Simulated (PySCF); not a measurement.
C2H3AlF4O, SMILES [O](C)[Al]([F])[C](F)(F)F. Geometry: PBE-D3(BJ)/def2-SVP. The values are those of a single conformer.

Computed equilibrium geometry at PBE-D3(BJ)/def2-SVP (PySCF confirms it by a frequency run) as a Z-matrix (one conformer of several):
```
Al
F 1 1.6722
O 1 1.6864 2 123.63
C 3 1.4037 1 143.04 2 -0.01
H 4 1.1122 3 110.23 1 -120.94
H 4 1.1122 5 107.44 3 120.14
H 4 1.1132 5 107.91 6 116.12
C 1 2.0110 2 119.82 3 -179.94
F 8 1.3602 1 113.07 2 -0.71
F 8 1.3645 9 106.85 1 123.07
F 8 1.3648 9 106.84 10 113.97
```
